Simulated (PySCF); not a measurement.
Isomers of C8H10Se. Method: PySCF, PBE0-D3(BJ)/def2-SVP geometry optimisation, gas phase. One conformer each; no zero-point energy, no entropy. No frequencies were run at this level. Point groups hold within 0.08 Å.

**Question.** Order them by energy at this level, lowest first, and give relative energies in kJ/mol.
A. `[CH3:1][Se:2][c:3]1[cH:4][cH:5][c:6]([CH3:7])[cH:8][cH:9]1` with C1–Se2–C3–C4 -176°
B. `[CH3:1][CH:2]=[C:3]=[C:4]=[C:5]=[C:6]([CH3:7])[Se:8][CH3:9]` with C5–C6–Se8–C9 0°

**Answer.** A (0.0), B (343.8).

As drawn, the lower has an aromatic ring, which the higher lacks; the higher has cumulated double bonds and a C=C bond outside aromatic rings, which the lower lacks.

```tsv
SMILES	E (Eh)	E rel (kJ/mol)	dipole (D)	point group	A, B, C (MHz)
C[Se]c1ccc(C)cc1	-2711.27152	0.0	1.31	–	3610, 560.3, 488.2
CC=C=C=C=C(C)[Se]C	-2711.14058	343.8	1.03	C1	2444, 411.1, 362.0
```
